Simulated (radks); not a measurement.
Effect of the nuclear size on the rubidium ion Rb+, [Kr]. All-electron calculation, Dirac Kohn-Sham, LDA (Slater exchange, Perdew-Wang correlation), spin-unpolarised, spherical densities, finite nucleus; Fermi nuclear charge, rms radius 4.2036 fm. Program: a radial shooting solver on a logarithmic mesh with Libxc functionals. The rms radius is varied about that value; shifts are against it.

| rms radius (fm) | total energy shift (eV) | density at nucleus (e/bohr^3) | 1s1/2 shift (meV) | 2s1/2 shift (meV) | 3p1/2 shift (meV) | 4s1/2 shift (meV) |
|---|---|---|---|---|---|---|
| 3.4007 | -0.249 | 5.567e+04 | -106 | -10.8 | 0.160 | -0.219 |
| 3.9892 | -0.0713 | 5.492e+04 | -30.2 | -3.09 | 0.046 | -0.063 |
| 4.2036 | 0 | 5.468e+04 | 0.000 | 0.000 | 0.000 | 0.000 |
| 4.6198 | 0.148 | 5.425e+04 | 62.8 | 6.42 | -0.095 | 0.130 |
| 5.0737 | 0.324 | 5.382e+04 | 137 | 14.1 | -0.208 | 0.285 |

Slopes of the eigenvalues against <r^2> in GHz/fm^2, as finite differences over the two radii next to the reference (eigenvalue slopes, not the field-shift constants of lines): 1s1/2 4140, 2s1/2 424, 3p1/2 -6.27, 4s1/2 8.60.
